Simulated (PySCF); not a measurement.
Coordinates in bohr (charge 0 multiplicity 1):
```
Nb    0.0000   -0.0388   -0.0274
S     0.0000   -3.3068   -2.3392
Cl    3.5381   -0.1381    2.4045
Cl   -3.5381   -0.1381    2.4045
Cl    0.0000    3.4011   -2.5984
```

All numbers come from PBE0/[Nb def2-SVP with ECP28, S def2-SVP, Cl def2-SVP], scalar-relativistic core potentials, density fitting, no spin–orbit coupling, PySCF.

This geometry of NbSCl₃ is a stationary point at this level.

What is the point group?

C3v.

Is it a minimum?

Yes: all harmonic wavenumbers are real.

What are the dipole moment and the gap between the highest occupied and lowest empty levels?

0.65 D and 5.18 eV.

What is the atomisation energy, with and without zero-point energy?

1857 kJ/mol without, 1842 kJ/mol with.

Stability towards spin polarisation was not tested. Only a few start shapes were tried, so a lower isomer may exist.
